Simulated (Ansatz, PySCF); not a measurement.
Gas-phase reaction in SMILES: [Br][Ga][Br] -> [Br][Ga][Br] as singlet, charge +1 + e-
Structures are relaxed separately at B3LYP-D3(BJ)/def2-TZVP in Ansatz (a program for electronic structure). A spin state is the lowest found, not a proven ground state.

Quantity: adiabatic ionisation energy (0 K, with B3LYP-D3(BJ) harmonic zero-point energies from PySCF), in eV. Valence correlation only, unless marked. UHF or UKS for open shells. No spin-orbit coupling. The frozen core is the preceding noble-gas configuration, with the filled d and f shells of earlier blocks. Non-relativistic. CBS(X,Y): correlation extrapolated as X^-3; Hartree-Fock from the larger set. [CCSD(T)-MP2]/basis is that difference in the basis named.

```
level                                                                program  adiabatic ionisation energy (eV)  minus last row
-------------------------------------------------------------  -------------  --------------------------------  --------------
HF/6-31G                                                              Ansatz                              8.06            0.29
HF-D3(BJ)/def2-TZVPD                                           PySCF + dftd3                              7.47           -0.30
HF-D4/def2-TZVPD                                               PySCF + dftd4                              7.50           -0.27
SCS-MP2/6-31G                                                         Ansatz                              7.81            0.04
CCSD(T)/cc-pVTZ                                                       Ansatz                              7.66           -0.11
RI-MP2/CBS(cc-pVTZ,cc-pVQZ)+[CCSD(T)-MP2]/cc-pVTZ                     Ansatz                              7.76           -0.01
RI-MP2/CBS(aug-cc-pVTZ,aug-cc-pVQZ)+[CCSD(T)-MP2]/aug-cc-pVTZ         Ansatz                              7.77            0.00
```
